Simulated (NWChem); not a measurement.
Species: HSO₃ anion

```xyz
5

O      1.3882     0.2805     0.2440
S      0.0116     0.1836    -0.4021
O     -1.0173     1.0079     0.3355
O     -0.4039    -1.5046     0.0678
H      0.2638    -1.6798     0.7494
```
Atoms are numbered in this order, from 1.

Computed with NWChem. Pople sets run with spherical d functions. Sets without diffuse functions describe the anion's extra electron poorly. Coordinates come from a B3LYP/def2-SVPD optimisation. B3LYP is NWChem's, with the RPA form of VWN correlation. Atomic charges in e: unrestrained fits to the electrostatic potential beside Mulliken populations; buried atoms are poorly determined by the fit.

For level Hartree-Fock/6-31G*:

```
Quantity     Result
-----------  ------
Mulliken O1   -0.89
ESP S2         0.50
Mulliken S2    1.25
Mulliken O3   -0.85
Mulliken O4   -0.94
```

### Question
How do the values read with level B3LYP/def2-SVP instead?

### Answer
Mulliken O1: -0.67
ESP S2: 0.37
Mulliken S2: 0.71
Mulliken O3: -0.64
Mulliken O4: -0.51
